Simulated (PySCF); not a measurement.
C₄H₄OSe, SMILES O=C1[Se]CC1=C. Atoms are numbered in the order given.

```xyz
10

C      0.5767    -2.6116     0.0000
C      0.4357    -1.2853     0.0000
C      1.4442    -0.1602     0.0000
Se     0.0285     1.2128     0.0000
C     -0.8569    -0.5436     0.0000
O     -1.9953    -0.8831     0.0000
H      1.5600    -3.0893     0.0000
H     -0.3116    -3.2490     0.0000
H      2.0736    -0.1142     0.8999
H      2.0736    -0.1142    -0.8999
```
Charge 0, spin multiplicity 1.

Geometry optimised at PBE0-D3(BJ)/def2-SVP. The structure was generated by enumeration, and PubChem lists no compound with its InChIKey, so it may never have been made.

Calculation: TDDFT-CAM-B3LYP/def2-SVPD run with PySCF.

Vertical excitations. Isolated molecule, no solvent. State labels are in the subgroup Cs.

List the lowest excited states. (The exact figures need the calculation; the answer reports its results.)


```csv
state,symmetry,energy (eV),λ (nm),f,main pairs
S1,A",3.87,321,0.001,HOMO−1→LUMO 94 %
S2,A',4.36,284,0.041,HOMO→LUMO 91 %
S3,A",4.36,284,0.000,HOMO→LUMO+1 94 %
S4,A',5.68,218,0.129,HOMO−1→LUMO+1 84 %
S5,A',5.99,207,0.282,HOMO−2→LUMO 96 %
S6,A",6.39,194,0.035,"HOMO→LUMO+2 55 %, HOMO→LUMO+3 32 %"
S7,A",6.45,192,0.000,HOMO−3→LUMO 88 %
S8,A",6.73,184,0.000,HOMO−2→LUMO+1 94 %
S9,A",6.82,182,0.031,"HOMO→LUMO+3 52 %, HOMO→LUMO+2 28 %"
S10,A',7.31,170,0.115,"HOMO−1→LUMO+2 35 %, HOMO−1→LUMO+3 26 %, HOMO→LUMO+5 13 %, HOMO→LUMO+8 13 %"
T1,A",3.48,356,0,HOMO−1→LUMO 91 %
T2,A',3.59,346,0,"HOMO−2→LUMO 79 %, HOMO→LUMO 14 %"
T3,A',3.69,336,0,"HOMO→LUMO 81 %, HOMO−2→LUMO 14 %"
T4,A",3.92,316,0,HOMO→LUMO+1 90 %
```
Triplets are in the Tamm–Dancoff approximation, which puts them higher than full response would, so one can lie above its singlet here.
